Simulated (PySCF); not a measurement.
BHF₂, SMILES FBF. Atoms are numbered in the order given.

```xyz
4

B      0.0000     0.0000    -0.4590
H      0.0000     0.0000    -1.6458
F      0.0000     1.1300     0.2189
F      0.0000    -1.1300     0.2189
```
Charge 0, spin multiplicity 1.

Geometry: B3LYP-D3(BJ)/def2-TZVP.

Computed with PBE0/pcJ-1 (PySCF).

Isotropic couplings with Fermi-contact, spin-dipole and both spin-orbit terms, one fixed conformer, no vibrational averaging. Isotopes: 11B, 19F, 1H.

```csv
pair,bonds apart,J (Hz)
B1–H2,1,[?]
B1–F3,1,-157.2
B1–F4,1,-157.2
H2–F3,2,111.2
H2–F4,2,111.2
F3–F4,2,[?]
```

What belongs in the gaps? (An estimate is asked for; the answer gives what the named calculation found.)


- B1–H2, J (Hz): 207.4
- F3–F4, J (Hz): -247.5
